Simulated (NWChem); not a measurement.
InGeH$_{5}$; SMILES [GeH3][InH2]

def2 effective core potentials on In; no spin-orbit coupling.

**Question.** Give the equilibrium geometry at PBE0/def2-SVP with def2 effective core potentials on In (NWChem) as a Z-matrix, with the point group.

**Answer.** point group Cs; any orientation.
```
Ge
H 1 1.5435
H 1 1.5435 2 107.55
H 1 1.5461 2 106.84 3 -114.40
In 1 2.6170 2 112.69 4 -120.80
H 5 1.7383 1 120.39 2 29.50
H 5 1.7383 6 119.22 1 -179.08
```
